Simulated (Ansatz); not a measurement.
Job for Ansatz (a quantum-chemistry and plane-wave program): U-CCSD(T)/def2-TZVPPD on HNaO (SMILES [OH][Na]), a point of a bond scan (R = 1.050 Å). Files ending in .json are basis or fitting sets from the Basis Set Exchange.

Ansatz 0.2 input:
```yaml
crystal:
  periodic: [false, false, false]
  atoms:
    - {symbol: Na, position_ang: [-0.00000000, -0.00000000, -0.91728888]}
    - {symbol: O, position_ang: [0.00000000, 0.00000000, 1.01510457]}
    - {symbol: H, position_ang: [0.00000000, 0.00000000, 2.06476482]}
basis:
  gaussian:
    orbitals: def2-TZVPPD.json
correlation: {method: ccsd_t, electrons: outside_noble_gas}
scf: {omitted_lower_state_checks: [cluster_reference]}
magnetization: {spin_polarized: true, initial_magnetization: 0}
```

Program output:

```
WARN ansatz: RAYON_NUM_THREADS=1 ignored (pool sized by the plan → 1); use --threads N
Functional definition: HF
these checks for a lower state are left out or cut short: cluster_reference
integrals: 0.14 GiB planned
655 factors; integrals over basis functions are off by at most 1.1e-3 eV
mean field: 0.18 GiB planned
mean field evaluation 1: about -6453.5294 eV, gradient 3.5e1 eV
mean field evaluation 2: about -6453.5296 eV, gradient 3.5e1 eV
mean field evaluation 4: about -6457.9439 eV, gradient 1.2e0 eV
mean field evaluation 8: about -6457.9540 eV, gradient 1.1e-3 eV
mean field evaluation 16: about -6455.9680 eV, gradient 1.8e-5 eV
mean field evaluation 32: about -6455.9680 eV, gradient 4.9e-5 eV
mean field -6457.95398876 eV, -237.3254317285 hartree, gradient 1.4e-6 eV, S^2 0.000000; 5 other end points of the search recorded, 0 dependent functions left out
6 core orbitals not correlated
reference -6457.95398876 eV, -237.3254317285 hartree; 4, 4 occupied and 82, 82 virtual orbitals, 655 factors
second order -7.57140274 eV of doubles, -0.00000000 eV of singles
coupled cluster: 0.37 GiB planned
cycle   1  -7.27522461 eV  change    3.0e-1 eV  update   8.1e-2
cycle   2  -7.46519883 eV  change   -1.9e-1 eV  update   3.0e-2
cycle   3  -7.52182437 eV  change   -5.7e-2 eV  update   1.4e-2
cycle   4  -7.52369390 eV  change   -1.9e-3 eV  update   4.6e-3
cycle   5  -7.52095732 eV  change    2.7e-3 eV  update   2.1e-3
cycle   6  -7.52058113 eV  change    3.8e-4 eV  update   8.4e-4
cycle   7  -7.52060221 eV  change   -2.1e-5 eV  update   3.2e-4
cycle   8  -7.52054404 eV  change    5.8e-5 eV  update   1.5e-4
cycle   9  -7.52053447 eV  change    9.6e-6 eV  update   4.3e-5
cycle  10  -7.52054983 eV  change   -1.5e-5 eV  update   1.7e-5
cycle  11  -7.52054325 eV  change    6.6e-6 eV  update   7.1e-6
cycle  12  -7.52053801 eV  change    5.2e-6 eV  update   2.6e-6
perturbative correction -0.28687093 eV, -0.0105423124 hartree
Total energy: -6465.76139770 eV, -237.6123487150 hartree
Checks for a lower state left out: cluster_reference
```

The calculation finished and met its thresholds.

Cost: roughly 7 core-seconds.
